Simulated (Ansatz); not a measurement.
(1) Predict a relaxed structure of GeMe(OiPr)3 (C10H24GeO3), charge 0, singlet, at r2SCAN-D4/def2-SVP (Ansatz).

Results:

(1) 
```xyz
38

Ge   -0.304    0.205    1.054
C    -0.624    1.213    2.666
H    -1.411    1.963    2.505
H     0.299    1.715    2.990
H    -0.945    0.519    3.455
O     1.125   -0.795    1.363
C     1.455   -1.902    0.514
C     2.261   -2.879    1.352
C     2.213   -1.419   -0.714
H     0.517   -2.395    0.189
H     3.183   -2.395    1.712
H     2.538   -3.768    0.764
H     1.679   -3.204    2.228
H     1.609   -0.696   -1.284
H     3.147   -0.918   -0.409
H     2.468   -2.261   -1.377
O    -0.112    1.240   -0.390
C     0.544    2.506   -0.309
C     0.185    3.273   -1.570
C     2.048    2.332   -0.141
H     0.153    3.069    0.567
H     0.552    2.728   -2.455
H     0.635    4.278   -1.565
H    -0.907    3.375   -1.659
H     2.283    1.732    0.753
H     2.468    1.806   -1.014
H     2.550    3.308   -0.046
O    -1.612   -0.901    0.613
C    -2.473   -0.696   -0.515
C    -3.782   -1.400   -0.200
C    -1.813   -1.220   -1.782
H    -2.663    0.389   -0.644
H    -3.601   -2.477   -0.050
H    -4.505   -1.276   -1.021
H    -4.224   -0.997    0.724
H    -0.882   -0.667   -1.981
H    -1.579   -2.292   -1.672
H    -2.478   -1.097   -2.652
```
 This is one stationary point.
